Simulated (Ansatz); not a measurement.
Ansatz (a first-principles code) input (CCSD(T)/aug-cc-pVDZ):

Ansatz 0.2 input:
```yaml
crystal:
  periodic: [false, false, false]
  atoms:
    - {symbol: B, position_ang: [0.80665904, 0.08227954, 0.00928630]}
    - {symbol: C, position_ang: [-0.70792985, -0.07220912, -0.00814973]}
    - {symbol: H, position_ang: [1.50760275, -0.81758093, -0.33993101]}
    - {symbol: H, position_ang: [1.30337086, 1.10430134, 0.37229109]}
    - {symbol: H, position_ang: [-1.21542604, -0.88917951, -0.51270458]}
    - {symbol: H, position_ang: [-1.38126363, 0.62431615, 0.48281134]}
basis:
  gaussian:
    orbitals: aug-cc-pVDZ
magnetization: {spin_polarized: true, initial_magnetization: 1}
correlation: {method: ccsd_t, electrons: outside_noble_gas}
output: {forces: true}
```

Output:

```
Functional definition: HF
integrals: 0.12 GiB planned
802 factors; integrals over basis functions are off by at most 4.7e-4 eV
mean field: 0.17 GiB planned
mean field evaluation 1: about -1762.6981 eV, gradient 1.4e1 eV
mean field evaluation 2: about -1762.6975 eV, gradient 1.4e1 eV
mean field evaluation 4: about -1764.0926 eV, gradient 1.5e0 eV
mean field evaluation 8: about -1764.1290 eV, gradient 5.6e-3 eV
mean field evaluation 16: about -1764.1274 eV, gradient 2.7e-1 eV
mean field -1764.12898845 eV, -64.8305445558 hartree, gradient 2.8e-6 eV, S^2 0.757897; 1 other end points of the search recorded, 0 dependent functions left out
2 core orbitals not correlated
reference -1764.12898845 eV, -64.8305445558 hartree; 6, 5 occupied and 74, 75 virtual orbitals, 802 factors
densities: 0.76 GiB planned
second order -5.66240681 eV of doubles, -0.00000000 eV of singles
coupled cluster: 0.46 GiB planned
cycle   1  -6.40516137 eV  change   -7.4e-1 eV  update   5.6e-2
cycle   2  -6.64607774 eV  change   -2.4e-1 eV  update   2.0e-2
cycle   3  -6.66107461 eV  change   -1.5e-2 eV  update   6.9e-3
cycle   4  -6.65988584 eV  change    1.2e-3 eV  update   3.3e-3
cycle   5  -6.65975340 eV  change    1.3e-4 eV  update   1.5e-3
cycle   6  -6.65995623 eV  change   -2.0e-4 eV  update   7.0e-4
cycle   7  -6.65996799 eV  change   -1.2e-5 eV  update   4.0e-4
cycle   8  -6.65997846 eV  change   -1.0e-5 eV  update   2.0e-4
cycle   9  -6.65997664 eV  change    1.8e-6 eV  update   7.4e-5
cycle  10  -6.65998751 eV  change   -1.1e-5 eV  update   3.0e-5
cycle  11  -6.65999760 eV  change   -1.0e-5 eV  update   1.2e-5
cycle  12  -6.65999485 eV  change    2.8e-6 eV  update   4.6e-6
cycle  13  -6.65999364 eV  change    1.2e-6 eV  update   2.0e-6
perturbative correction -0.16497348 eV, -0.0060626634 hartree
the calculation of the forces begins
Total energy: -1770.95395556 eV, -65.0813574712 hartree
Atom 0 at     0.806659     0.082280     0.009286 Å, force     0.355450     0.036256     0.004092 eV/Å
Atom 1 at    -0.707930    -0.072209    -0.008150 Å, force    -0.235421    -0.024013    -0.002710 eV/Å
Atom 2 at     1.507603    -0.817581    -0.339931 Å, force     0.230532    -0.302853    -0.142708 eV/Å
Atom 3 at     1.303371     1.104301     0.372291 Å, force     0.161335     0.342823     0.147219 eV/Å
Atom 4 at    -1.215426    -0.889180    -0.512705 Å, force    -0.215670    -0.397077    -0.214797 eV/Å
Atom 5 at    -1.381264     0.624316     0.482811 Å, force    -0.296226     0.344864     0.208904 eV/Å
Dipole moment:    -0.230741    -0.023536    -0.002656 e Å
```

It need not be the lowest isomer of its formula.
